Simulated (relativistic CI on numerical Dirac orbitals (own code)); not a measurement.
# Sc²⁺ in a cubic cluster: 2p photoemission with charge transfer

Computed with a charge-transfer multiplet model of a cubic metal-ligand cluster with up to 2 ligand holes, Slater and spin-orbit integrals from Dirac-Coulomb-Breit ions, Slater integrals scaled by 0.8. The parameters are those of a tetrahedral site (10Dq negative, t2 hopping the larger). The ground state mixes d1 with configurations of k ligand holes L, whose averages lie at kΔ + k(k − 1)U_dd/2; a core hole lowers each added d electron by U_cd. 300 K, Lorentzian 0.6 eV and Gaussian 0.8 eV FWHM.

Atomic integrals in eV (Slater integrals scaled, ζ unscaled), ground: F2dd 4.710, F4dd 2.885, zeta_d 0.008; with the core hole: F2dd 4.710, F4dd 2.885, zeta_d 0.020, zeta_core 3.005, F2cd 4.113, G1cd 2.955, G3cd 1.675. Where a configuration has fewer than two d electrons, the dd integrals are those of d2.

Cluster parameters (eV): Δ = 5.6, U_dd = 5.3, 10Dq = -0.4, 10Dq(ligand) = 0, V(eg) = 1.18, V(t2g) = -2, final-state hopping factor = 1.

```
         Case   n_d    d1   d2L  d3L2     S
U_cd = 4.1 eV  1.42  0.62  0.34  0.04  0.50
U_cd = 4.7 eV  1.42  0.62  0.34  0.04  0.50
U_cd = 5.9 eV  1.42  0.62  0.34  0.04  0.50
```

Weights, n_d and S are thermal averages at 300 K. Binding energies count from the first peak over 30 % of the highest in each spectrum, which can be another peak from case to case. The parameters are a model scan and need not match a compound or its usual spin state. Peaks in eV (height, largest 100):
- U_cd = 4.1 eV: 0.0 (100), 4.5 (48), 9.1 (8)
- U_cd = 4.7 eV: 0.0 (100), 4.6 (46), 9.2 (11), 14.0 (6)
- U_cd = 5.9 eV: 0.0 (100), 4.6 (43), 9.5 (17), 14.2 (9)

For the case U_cd = 5.9 eV, Δ = 5.6 eV is larger than U_dd = 5.3 eV, the Mott-Hubbard side of the Zaanen-Sawatzky-Allen scheme. With the core hole the configuration with one ligand hole lies at Δ − U_cd = 1.5, 0.9, -0.3 eV from the one without, in the order of the table; where this is negative the screened configuration lies lower, though the effective hopping of about 5.2 eV (from the holes of the mixed ground state) mixes the two strongly wherever it is as large as the gap.
